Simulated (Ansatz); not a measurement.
The first iterations of a band of BF2HO + ClH (7 atoms, charge 0, multiplicity 1).

Computed with Ansatz, RKS PBE-D4/def2-SVP.

```json
{"movable images": "7", "climbing image": "yes", "spring": "5.0 eV/Å²", "optimiser": "quadratic models (default)", "start path": "through a guess of the saddle point", "force threshold": "0.03 eV/Å", "iteration limit": "60", "end points": "relaxed"}
```

Image 0:

```xyz
7
Properties=species:S:1:pos:R:3
B -0.068 -0.342 0.055
O -0.075 -0.244 1.419
H -0.972 -0.356 1.785
F 1.081 -0.212 -0.591
F -1.186 -0.582 -0.633
Cl 0.146 2.929 1.235
H 0.315 1.692 1.623
```

Image 8:

```xyz
7
Properties=species:S:1:pos:R:3
B 0.020 0.442 0.001
O 0.033 -0.036 1.673
H -0.839 -0.455 1.830
F 1.127 -0.122 -0.515
F -1.178 -0.060 -0.412
Cl 0.073 2.279 0.189
H 0.004 0.837 2.128
```

| iteration | highest image above the first end (eV) | largest band force component (eV/Å) |
| --- | --- | --- |
| 1 | 2.421 | 5.598 |
| 2 | 0.934 | 2.409 |
| 3 | 0.790 | 3.295 |

**Question.** Does the band converge within its limit, and where does its top end?

**Answer.** It converged. It ended after 11 iterations with the highest image 0.621 eV above the first end. A vibrational analysis at the climbing image gives one clearly imaginary mode, 794i cm⁻¹: a first-order saddle point. The orbitals stay closed-shell, which can raise the energy where a bond breaks towards radicals; this wasn't checked here.

Time of the run: 85 s on 2 threads of Arm Neoverse V2, on a shared host, peak memory 0.11 GiB.
